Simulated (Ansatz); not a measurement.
Cartesian coordinates in Å:
```
N -0.1501 -0.4598 -1.8369
C 0.0576 -1.1054 -0.5486
Si 0.7348 0.1259 0.7063
P -0.7211 1.8505 0.8465
H -0.5366 -1.1043 -2.5148
H -0.7935 0.3178 -1.7591
H -0.8321 -1.5977 -0.1223
H 0.8158 -1.8889 -0.6603
H 2.0317 0.6865 0.2448
H 0.9348 -0.5581 2.0142
H -1.5644 1.1999 1.7867
H 0.0231 2.5337 1.8434
```

Total charge 0; spin multiplicity 1.

**Question.** List the r2SCAN/def2-TZVPP orbital energies in eV (Ansatz 0.2.0). (An estimate is asked.)

**Answer.** Ansatz gave: Occupied: -2088.25, -1790.93, -384.98, -273.59, -175.72, -141.39, -125.22, -125.19, -125.11, -96.27, -96.24, -96.22, -23.12, -17.34, -16.44, -13.09, -12.20, -11.60, -10.26, -9.98, -8.88, -8.25, -7.73, -6.59, -5.80. Lowest empty: -0.32, -0.01, 0.33, 0.73, 1.02, 1.93, 2.12, 2.48.
